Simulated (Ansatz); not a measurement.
```yaml
crystal:
  periodic: [false, false, false]
  atoms:
    - {symbol: C, position_ang: [-1.862054, 1.139328, -0.107017]}
    - {symbol: C, position_ang: [-1.151590, 0.029842, -0.327262]}
    - {symbol: N, position_ang: [0.193326, -0.154357, -0.080708]}
    - {symbol: C, position_ang: [0.925401, 0.963209, 0.468490]}
    - {symbol: Si, position_ang: [0.957000, -1.703441, -0.206558]}
    - {symbol: H, position_ang: [-2.911043, 1.156957, -0.366585]}
    - {symbol: H, position_ang: [-1.437983, 2.037353, 0.322223]}
    - {symbol: H, position_ang: [-1.640645, -0.841374, -0.754686]}
    - {symbol: H, position_ang: [0.848870, 1.835511, -0.189942]}
    - {symbol: H, position_ang: [0.545002, 1.249262, 1.456463]}
    - {symbol: H, position_ang: [1.981688, 0.706593, 0.569549]}
    - {symbol: H, position_ang: [1.176141, -2.348226, 1.119310]}
    - {symbol: H, position_ang: [2.288440, -1.533507, -0.845172]}
    - {symbol: H, position_ang: [0.074548, -2.566450, -1.029406]}
basis:
  gaussian: {orbitals: aug-cc-pVDZ}
total_charge: 1
magnetization: {spin_polarized: true, initial_magnetization: 1}
hamiltonian: {xc: {name: B97M-V}}
accuracy: high
output: {forces: true}
```

```sh
$ ansatz run in.yaml --threads 4 --pin off --events-out ev --progress --plain --max-ram 10444MiB
```

Output, abridged:

```
Functional definition: B97M-V
3982 factors; integrals over basis functions are off by at most 3.4e-9 eV
mean field evaluation 1: about -12589.5664 eV, gradient 6.6e1 eV
mean field evaluation 2: about -12368.3788 eV, gradient 1.9e2 eV
mean field evaluation 4: about -12614.0969 eV, gradient 1.3e1 eV
mean field evaluation 8: about -12615.2434 eV, gradient 2.7e-1 eV
mean field evaluation 16: about -12615.2418 eV, gradient 1.5e-3 eV
mean field -12615.24179566 eV, -463.6015850723 hartree, gradient 5.7e-8 eV, S^2 0.765541; 0 other end points of the search recorded, 0 dependent functions left out
reference -12615.24182264 eV, -463.6015860639 hartree; 24, 23 occupied and 176, 177 virtual orbitals, 3982 factors
Total energy: -12615.24182264 eV, -463.6015860639 hartree
Atom 0 at    -1.862054     1.139328    -0.107017 Å, force    -0.845789     1.887607     0.401732 eV/Å
Atom 1 at    -1.151590     0.029842    -0.327262 Å, force     2.146120    -2.598810    -0.528138 eV/Å
Atom 2 at     0.193326    -0.154357    -0.080708 Å, force    -2.742687     2.366834     0.346245 eV/Å
Atom 3 at     0.925401     0.963209     0.468490 Å, force     0.685317     0.584000     0.234114 eV/Å
Atom 4 at     0.957000    -1.703441    -0.206558 Å, force     1.328314    -2.906639    -0.650693 eV/Å
Atom 5 at    -2.911043     1.156957    -0.366585 Å, force    -0.090127    -0.002247     0.014072 eV/Å
Atom 6 at    -1.437983     2.037353     0.322223 Å, force    -0.027656     0.102726     0.020461 eV/Å
Atom 7 at    -1.640645    -0.841374    -0.754686 Å, force     0.026362    -0.039010     0.016379 eV/Å
Atom 8 at     0.848870     1.835511    -0.189942 Å, force     0.018780    -0.110801     0.009517 eV/Å
Atom 9 at     0.545002     1.249262     1.456463 Å, force    -0.024793    -0.130491    -0.066524 eV/Å
Atom 10 at     1.981688     0.706593     0.569549 Å, force    -0.084705    -0.017063    -0.013933 eV/Å
Atom 11 at     1.176141    -2.348226     1.119310 Å, force    -0.165518     0.367764     0.215209 eV/Å
Atom 12 at     2.288440    -1.533507    -0.845172 Å, force    -0.068178     0.310094    -0.007370 eV/Å
Atom 13 at     0.074548    -2.566450    -1.029406 Å, force    -0.155441     0.186036     0.008930 eV/Å
Dipole moment:    -0.295442     0.390165     0.065113 e Å
```

It took 76 s on 4 threads of an Intel Xeon Platinum 8259CL on a shared host, with 2.2 GiB of host memory at the peak.
